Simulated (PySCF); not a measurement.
## Static response to an electric field

Compound: C5H5F2O (charge +1).
SMILES with atom numbers: `[CH3:1][c+:2]1[cH:3][c:4]1[O:5][CH:6]([F:7])[F:8]` (hydrogens: H9, H10, H11 on C1; H12 on C3; H13 on C6)

Geometry (GFN2-xTB, Å), atoms numbered from 1 in this order:
```
atom  x, y, z in Å
C1    -2.5059   -0.1013    0.2162
C2    -1.1376   -0.1573   -0.2022
C3    -0.1694   -0.4560   -1.1429
C4     0.2207    0.0589    0.0803
O5     1.1257    0.4530    0.8928
C6     2.4773    0.3865    0.4634
F7     2.6133    1.1187   -0.6362
F8     2.7638   -0.8723    0.1508
H9    -2.6586    0.6297    1.0095
H10   -3.1682    0.0838   -0.6309
H11   -2.7839   -1.0835    0.6166
H12    0.1016   -0.8160   -2.1128
H13    3.1170    0.7564    1.2778
```

Level: PBE0/def2-SVPD (PySCF), static field, nuclei fixed, core orbitals frozen in the response. The polarisability tensor in these axes (au):

```
x   75.38  3.61  0.84
y    3.61 42.92  3.91
z    0.84  3.91 51.27
```

Task: Diagonalise the tensor; give its mean and Δα, where Δα² is half the sum of the squared differences of the eigenvalues.

Result: Principal values 41.10, 52.62 and 75.84 au; mean 56.52 au = 8.38 Å³ = 9.32 × 10⁻⁴⁰ C²·m²/J; Δα = 30.65 au (54 % of the mean).

Task: In TDDFT the mean static polarisability is Σ f/ω² over all singlet excitations (ω in hartree). How much of it do the 6 lowest give? Their energies (eV) and oscillator strengths: 6.75, 0.0008; 7.18, 0.0003; 7.46, 0.0003; 7.68, 0.1646; 8.22, 0.3231; 8.29, 0.0014.

Result: They add up to 5.65 au, 10.0 % of the 56.52 au; the largest single term is 3.54 au, from the state at 8.22 eV. Terms in order: 0.01, 0.01, 0.00, 2.07, 3.54, 0.02 au. Higher excitations give the rest. The strengths listed sum to 0.491.

Task: What depolarisation ratio follows for Rayleigh scattering of linearly polarised light, taking the static tensor?

Result: ρ = 3Δα²/(45ᾱ² + 4Δα²) = 2819.0/(143767 + 3758.6) = 0.0191.

Task: Give the eigenvalues of the traceless quadrupole moment Θ = ½Σq(3rr − r²1), origin at the centre of nuclear charge.

Result: -17.64, -7.28, 24.93 D·Å. The values depend on the origin, since the species is charged. The electronic extent ⟨r²⟩ about the same centre is 1057 bohr², a root-mean-square distance of 2.22 Å for the 60 electrons.

Task: Directions of the eigenvectors, and the extent of the frame along each?

Result: Largest value along (0.99, 0.11, 0.05), where the nuclei span 6.41 Å; middle along (-0.09, 0.34, 0.93), 3.66 Å; least along (-0.09, 0.93, -0.35), 2.15 Å. The response follows the extents in order.

The structure is a single GFN2-xTB conformer in the gas phase; no vibrational or solvent corrections.
